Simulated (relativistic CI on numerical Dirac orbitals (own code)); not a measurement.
**Sb XX: sensitivity of the levels to the model**

Base calculation: Dirac-Coulomb-Breit CI, orbitals from a KLI potential per configuration, model QED, unscaled Slater integrals.

CI space (outside the closed core [Ar] 3d10): 4s2 4p2, 4s 4p3, 4p4, 4s2 4p 4d, 4s 4p2 4d, 4s2 4p 4f, 4s 4p2 4f, 4p3 4d, 4s 4p 4d2, 4s2 4d 4f, 4p3 4f, 4s2 4p 5s, 4s2 4d2, 4s 4d3, 4s 4d2 4f, 4p2 4d2, 4p 4d3, 4p 4d2 4f, 4p 4d2 5s, 4s2 4f2, 4s 4d 4f2, 4s 4f3, 4p2 4f2, 4p 4d 4f2, 4p 4f3, 4p 4f2 5s. Double excitations out of closed p, d and f shells are left out; levels of such configurations are missing from the list, as are those of other unlisted configurations, and high levels can miss mixing partners.

Variants: (1) only the first 3 configurations. Shifts of the energy above 4s2 4p2 3P_0, in cm⁻¹, for the lowest level and the first level of each name with at least 55 % of one term (blank where a level changes its place among those of its configuration and J or its character, or is not in the variant):

| Level | Base | Δ(1) |
| --- | --- | --- |
| 4s2 4p2 3P_0 | 0 | 0 |
| 4s2 4p2 3P_1 | 76138 | +1712 |
| 4s2 4p2 1S_0 | 230557 | -1771 |
| 4s 4p3 5S°_2 | 409017 | -6280 |
| 4s 4p3 3D°_1 | 480827 | +16891 |
| 4s 4p3 3D°_2 | 500115 | +13824 |
| 4s 4p3 3D°_3 | 526846 | +18103 |
| 4s 4p3 3P°_0 | 567348 | +11009 |
| 4s 4p3 3P°_1 | 578810 | +14350 |
| 4s2 4p 4d 3F°_2 | 697333 |  |
| 4s2 4p 4d 3F°_3 | 731619 |  |
| 4s2 4p 4d 3F°_4 | 798234 |  |
| 4s2 4p 4d 3P°_0 | 838235 |  |
| 4s2 4p 4d 3P°_1 | 846836 |  |

At this charge energies of transitions that change n are usually good to better than 1 %, and those within a shell (Δn = 0) to a few per cent.

Ionisation energy from the two ground configurations alone: base 551.482 eV. The NIST ASD value (theoretical) is 552 eV.

LS names give the leading component of a level, which can be under half, so a name can repeat, a term be missing and a line seem to break the LS rules.
